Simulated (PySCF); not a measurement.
How methods differ on the excitation energy of B⁺

B⁺ [He] 2s2 (1S) → B⁺ [He] 2s1 3s1 (3S), as a difference of total energies. Calculation: PySCF 2.14, in dyall-av3z; the non-relativistic Hamiltonian (point nucleus). Correlated levels: valence: 1s2 frozen; virtual orbitals above 40 to 60 times the deepest correlated orbital energy dropped. The calculations carry no spin-orbit coupling.

```json
{"method": "UHF", "excitation energy (eV)": "14.631", "error (eV)": "-1.459"}
{"method": "MP2 (valence)", "excitation energy (eV)": "15.562", "error (eV)": "-0.528"}
{"method": "SCS-MP2 (valence)", "excitation energy (eV)": "15.830", "error (eV)": "-0.260"}
{"method": "CCSD (valence)", "excitation energy (eV)": "16.061", "error (eV)": "-0.029"}
```

Reference: 16.090 eV (measured; NIST levels).

Errors of the correlated levels include the incompleteness of this basis and the frozen core.

With two correlated electrons CCSD is exact in that space.
